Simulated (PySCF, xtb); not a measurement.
WO₂FCl, SMILES [O]=[W](=[O])([F])[Cl], multiplicity 1.

GFN2-xTB (xtb 6.7.1) at its own geometry gives an orbital gap of 3.54 eV and a dipole moment of 3.87 D.

Coordinates come from a B3LYP-D3(BJ)/def2-SVP optimisation. The multiplicity is an assumed one; no other spin state was optimised. The structure was generated by enumeration; whether it is a known compound was not checked. The def2 effective core potentials stand for the cores of W; spin–orbit coupling is left out.

Q: What does PySCF with HF/def2-TZVP give? (Estimate from the structure and the level; the computed values follow.)

A: gap 13.95 eV (levels -13.65 and 0.30 eV), dipole 2.30 D.
